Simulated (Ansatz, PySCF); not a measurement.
Gas-phase reaction in SMILES: [BH3-]C#[O+] → [BH2-2]C#[O+] + H+
Geometries: B3LYP-D3(BJ)/def2-TZVP minima from Ansatz (an electronic-structure program).
Geometry of the first species:
SMILES: [BH3-]C#[O+]
```xyz
6

B      0.0006     0.0064    -1.3356
H      1.1674     0.0101    -1.6425
H     -0.5845     1.0172    -1.6384
H     -0.5808    -1.0035    -1.6481
C     -0.0001    -0.0009     0.1841
O     -0.0006    -0.0063     1.3128
```

Wanted: gas-phase deprotonation energy (0 K, with B3LYP-D3(BJ) harmonic zero-point energies from PySCF), in kcal/mol. Valence correlation only, unless marked. Spin-orbit coupling is left out. Non-relativistic. Anions need diffuse functions: aug- sets have them; def2-D sets add few; the other sets have none. CBS(X,Y): correlation extrapolated as X^-3; Hartree-Fock from the larger set. [CCSD(T)-MP2]/basis is that difference in the basis named.

```tsv
level	program	gas-phase deprotonation energy (kcal/mol)
HF/cc-pVTZ	Ansatz	372.6
BLYP/def2-TZVPD	Ansatz	361.5
M06-L-D4/def2-TZVPD	PySCF + dftd4	370.5
PBE0/def2-SVP	Ansatz	368.0
```

### Question
Predict the RI-MP2/CBS(aug-cc-pVTZ,aug-cc-pVQZ)+[CCSD(T)-MP2]/aug-cc-pVTZ result (Ansatz).

### Answer
362.9 kcal/mol, so PBE0/def2-SVP differs from it by 5.1 kcal/mol.
